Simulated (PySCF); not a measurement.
# Spin states and ions at one geometry of Pb3

PySCF 2.14.0, UKS r2SCAN, Pb def2-SVP with ECP60; non-relativistic Hamiltonian with scalar-relativistic core potentials where named; density fitting; no spin-orbit coupling; singlets restricted, open shells unrestricted. The geometry is relaxed for charge 0, triplet, vacuum:

```xyz
3

Pb    1.7337    0.0000    0.0000
Pb   -0.8668    1.5015    0.0000
Pb   -0.8669   -1.5014    0.0000
```

Energies count from the relaxed state; an electron taken off or put on is at rest in vacuum. Charges and spins are Mulliken's.

Order these states by energy, lowest first.
A. charge -1, quartet, vacuum
B. charge -1, doublet, vacuum
C. charge +1, doublet, vacuum
D. charge 0, quintet, vacuum
E. charge +1, quartet, vacuum
F. charge 0, triplet, vacuum

B (-1.66 eV), A (-0.78 eV), F (0.00 eV), D (1.28 eV), E (6.74 eV), C (7.03 eV).

How do charge and spin on the first atom follow?


```json
{"state": "charge 0, triplet, vacuum", "spin squared": "2.00", "charge on Pb1 (e)": "0.00", "spin on Pb1 (e)": "0.67", "dipole about the centre of mass (D)": "0.00"}
{"state": "charge 0, quintet, vacuum", "spin squared": "6.01", "charge on Pb1 (e)": "0.11", "spin on Pb1 (e)": "0.99", "dipole about the centre of mass (D)": "1.16"}
{"state": "charge +1, doublet, vacuum", "spin squared": "1.76", "charge on Pb1 (e)": "0.33", "spin on Pb1 (e)": "0.33", "dipole about the centre of mass (D)": "0.00"}
{"state": "charge +1, quartet, vacuum", "spin squared": "3.76", "charge on Pb1 (e)": "0.33", "spin on Pb1 (e)": "1.00", "dipole about the centre of mass (D)": "0.00"}
{"state": "charge -1, doublet, vacuum", "spin squared": "0.78", "charge on Pb1 (e)": "-0.32", "spin on Pb1 (e)": "0.80", "dipole about the centre of mass (D)": "0.09"}
{"state": "charge -1, quartet, vacuum", "spin squared": "4.00", "charge on Pb1 (e)": "-0.29", "spin on Pb1 (e)": "0.00", "dipole about the centre of mass (D)": "0.57"}
```

With an electron taken off (quartet, the lower of the two states computed) the charges change, summed by element, by Pb +1.00 e. The vertical ionisation energy is 6.74 eV, against −ε(HOMO) = 4.67 eV over both spins of the relaxed state. The level lies 2.1 eV too high, as is usual for semilocal functionals and global hybrids, which keep a self-interaction error.

With an electron put on (doublet, the lower of the two states computed) the charges change, summed by element, by Pb -1.00 e. The vertical electron affinity is 1.66 eV, against −ε(LUMO) = 3.69 eV over both spins of the relaxed state. The basis has no diffuse functions, which an added electron needs. The added electron's level lies above zero.

Open shells may have lower solutions than those found. Hard to converge, so the more doubtful: charge 0, quintet, vacuum. Spin squared well over S(S+1) tells of spin contamination.

No frequency check is given that shows the relaxed geometry to be a minimum.
